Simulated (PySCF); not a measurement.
Two species compared at the same levels of theory.

First species: C8H12.
Atom-mapped SMILES: `[CH2:1]=[CH:2]/[CH:3]=[CH:4]\[C:5](=[CH2:6])[CH2:7][CH3:8]` (hydrogens: H9, H10 on C1; H11 on C2; H12 on C3; H13 on C4; H14, H15 on C6; H16, H17 on C7; H18, H19, H20 on C8)

Structure used (GFN2-xTB), in Å, numbered top down from 1:
```
atom  x, y, z in Å
C1     2.327    0.969   -2.130
C2     1.315    0.538   -1.376
C3     1.357   -0.732   -0.698
C4     0.471   -1.338    0.115
C5    -0.845   -0.972    0.605
C6    -1.487   -1.836    1.399
C7    -1.496    0.346    0.283
C8    -0.904    1.472    1.133
H9     3.222    0.385   -2.264
H10    2.297    1.919   -2.635
H11    0.444    1.163   -1.273
H12    2.276   -1.279   -0.886
H13    0.780   -2.309    0.488
H14   -1.059   -2.784    1.680
H15   -2.467   -1.623    1.792
H16   -2.565    0.272    0.496
H17   -1.392    0.570   -0.779
H18    0.172    1.542    0.994
H19   -1.353    2.427    0.866
H20   -1.098    1.281    2.186
```

Second species: C₇H₁₂F₂O.
SMILES: `FC(F)[C@@H]1CCCCCO1`

Levels: PBE0/pcSseg-1 for HOMO energy, LUMO energy and HOMO–LUMO gap. Geometries: GFN2-xTB. Each species is one conformer at its optimised geometry, gas phase, non-relativistic unless stated; the electronic structure was computed with PySCF and density fitting.

Dipoles, sizes and rotational constants follow the conformer. The torsions of the flexible species, by atom-mapped SMILES:
- `[CH2:1]=[CH:2]/[CH:3]=[CH:4]\[C:5](=[CH2:6])[CH2:7][CH3:8]`: C1–C2–C3–C4 179°, C3–C4–C5–C6 179°, C4–C5–C7–C8 -77°

The conformers of `FC(F)[C@@H]1CCCCCO1` aren't listed.

```tsv
property	column X	column Y
HOMO energy	-7.54 eV	-6.19 eV
LUMO energy	1.40 eV	-1.34 eV
HOMO–LUMO gap	8.94 eV	4.85 eV
```

Which column belongs to which species?

Column X is the second species and column Y the first. The first has 20 atoms and 60 electrons, the second 22 and 80.

How does each property change from the first species to the second?

HOMO energy -1.35 eV; LUMO energy +2.74 eV; HOMO–LUMO gap +4.09 eV.

